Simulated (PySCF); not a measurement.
Species: `BCBc1ccco1`. The columns A, B, C and D hold Mulliken, IAO, Hirshfeld and ESP-fitted charges (e) of one PBE0/pcSseg-1 density (PySCF), in a shuffled order. Coordinates in Å (PBE0-D3(BJ)/def2-SVP); the density's dipole moment is (-2.17, -0.37, 0.45) D.

```tsv
atom	x	y	z	A	B	C	D
B1	2.481	1.059	0.251	+0.298	+0.149	+0.069	+0.115
C2	2.085	-0.385	0.660	-0.284	-0.209	-0.535	-0.588
B3	0.878	-0.705	-0.297	+0.145	+0.131	+0.119	+0.295
C4	-0.562	-0.372	0.073	+0.127	-0.027	+0.022	+0.021
C5	-1.756	-0.542	-0.607	-0.261	-0.053	-0.150	-0.128
C6	-2.795	-0.054	0.221	-0.182	-0.085	-0.227	-0.170
C7	-2.169	0.385	1.360	-0.073	+0.037	+0.052	+0.188
O8	-0.855	0.203	1.287	-0.118	-0.045	-0.217	-0.376
H9	3.250	1.261	-0.662	-0.122	-0.063	+0.004	+0.003
H10	1.983	2.014	0.805	-0.126	-0.064	+0.006	+0.005
H11	1.736	-0.421	1.704	+0.059	+0.042	+0.166	+0.154
H12	2.897	-1.098	0.449	+0.088	+0.049	+0.168	+0.155
H13	1.057	-1.196	-1.388	-0.098	-0.061	+0.010	-0.003
H14	-1.849	-0.975	-1.601	+0.191	+0.066	+0.171	+0.105
H15	-3.863	-0.024	0.015	+0.173	+0.061	+0.168	+0.105
H16	-2.547	0.838	2.275	+0.184	+0.072	+0.175	+0.118
```

Which column most likely holds the ESP-fitted charges?

A. Σ q r misses the density's dipole by 0.02 D (A), 0.48 D (B), 0.82 D (C), 1.70 D (D). Charges fitted to the outside potential are the only set here that is tied to the molecule's multipoles.

And the Hirshfeld charges?

B. The mean sizes are 0.076 e (B), 0.141 e (C), 0.158 e (A), 0.158 e (D), and Hirshfeld charges are commonly the smallest of these schemes.

As computed, A = ESP-fitted, B = Hirshfeld, C = IAO, D = Mulliken. Hydrogens on carbon: ESP-fitted +0.06 to +0.19, Hirshfeld +0.04 to +0.07, IAO +0.17 to +0.18, Mulliken +0.11 to +0.16 e.

The IAO scheme projects the occupied orbitals on a minimal set of polarised atomic orbitals and counts the electrons in each atom's part of it. The Hirshfeld scheme weights the molecular density at each point by an atom's share of the summed free-atom densities.

The structure is a single PBE0-D3(BJ)/def2-SVP conformer in the gas phase; no vibrational or solvent corrections.

Shape of the structure used: `[BH2:1][CH2:2][BH:3][c:4]1[cH:5][cH:6][cH:7][o:8]1`: B1–C2–B3–C4 -89°, C2–B3–C4–C5 179°.
